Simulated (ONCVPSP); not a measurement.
## Transferability test, ONCV potential for Ta (Z = 73)

ONCVPSP 4.0.1 input, shortened (lines: element, Z, core and valence counts, functional; n l f; lmax; l rc ep ncon nbas qcut; lloc lpopt rc5 dvloc0; l nproj debl; icmod fcfact rcfact), PBE, scalar-relativistic:

```
  Ta 73.00   10    4        4      upf
    1    0    2.00
    2    0    2.00
    2    1    6.00
    3    0    2.00
    3    1    6.00
    3    2   10.00
    4    0    2.00
    4    1    6.00
    4    2   10.00
    4    3   14.00
    5    0    2.00
    5    1    6.00
    5    2    3.50
    6    0    1.50
    2
    0    2.05    0.00    3    6    6.90
    1    1.55    0.00    4    7    8.10
    2    2.05    0.00    5    9    4.90
    4    4    1.20    0.00
    0    2    2.40
    1    3    1.40
    2    2    2.20
    3    5.50    1.50
```

In the p channel the program set the typed energies aside and used -1.417, 0.250, 1.650 Ha.

Energies are relative to the spin-unpolarised reference configuration 5s2 5p6 5d3.5 6s1.5; without spin polarisation the order of configurations can differ from experiment.

```
valence configuration  charge  ΔE all-electron (eV)  error AE − PS (meV)
      5s2 5p6 5d3 6s2       0                -0.989                 -0.5
      5s2 5p6 5d3 6s1      +1                 7.479                 -1.3
      5s2 5p6 5d3 6s0      +2                22.452                 -6.7
  5s2 5p6 5d3 6s0 6p2       0                 7.607                 -5.0
```
